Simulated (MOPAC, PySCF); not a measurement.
H3B, SMILES `B`, neutral singlet in the gas phase. 

Z-matrix (Å, degrees):
```
B
H 1 1.1995
H 1 1.1995 2 120.00
H 1 1.1995 2 120.00 3 -180.00
```
Charge 0, multiplicity 1.

All levels are single points at this geometry (PBE-D3(BJ)/def2-TZVP); Pople sets use spherical d functions. Orbital energies aren't observables, and empty levels follow the basis.

```csv
level,HOMO (eV),LUMO (eV),gap (eV),dipole (D),"vertical IE, Delta-SCF (eV)"
PBE-D3(BJ)/def2-TZVP in PySCF,-8.46,-3.06,5.40,0.00,–
B3LYP/3-21G in PySCF,-9.70,-2.04,7.66,0.00,–
B3LYP/6-311+G** in PySCF,-9.72,-2.26,7.47,0.00,–
BP86/6-31G* in PySCF,-8.41,-2.75,5.65,0.00,–
M06-2X/6-31G* in PySCF,-11.14,-0.54,10.60,0.00,–
PBE/6-31G* in PySCF,-8.28,-2.69,5.59,0.00,–
SVWN5/6-31G* in PySCF,-8.26,-3.01,5.25,0.00,–
HF/3-21G in PySCF,-13.54,2.08,15.62,0.00,–
HF/6-31G* in PySCF,-13.48,2.40,15.87,0.00,12.45
HF/STO-3G in PySCF,-12.51,6.53,19.04,0.00,–
PM3 in MOPAC,-13.53,0.15,13.68,0.00,–
PM6 in MOPAC,-11.68,-0.30,11.38,0.00,–
PM7 in MOPAC,-11.98,-0.34,11.64,0.00,–
```
